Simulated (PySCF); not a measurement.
## How methods differ on the excitation energy of Sb

Sb [Kr] 4d10 5s2 5p3 (4S) → Sb [Kr] 4d10 5s1 5p4 (4P), as a difference of total energies. All numbers are calculated (PySCF 2.14, the spin-free X2C one-electron Hamiltonian (Gaussian nucleus), in aug-cc-pwCVTZ-DK3 (10s9p7d4f1g, 109 functions)). Correlated levels: valence: [Kr] 4d10 frozen; valence and next inner shell: [Ar] 3d10 frozen. The calculations carry no spin-orbit coupling.

```csv
method,excitation energy (eV)
UHF,7.385
LDA,8.075
PBE,7.922
PBE0,7.848
r2SCAN,7.660
M06-L,7.787
r2SCANh,7.660
CAM-B3LYP,7.983
MP2 (valence),7.456
SCS-MP2 (valence),7.467
MP2 (valence and next inner shell),8.018
SCS-MP2 (valence and next inner shell),7.926
```

How much does correlation contribute at MP2 (valence and next inner shell)?

8.018 − (7.385) = 0.633 eV, measured against UHF.

A first-order spin-orbit estimate (lowest level to lowest level, LS coupling) adds -0.201 eV.
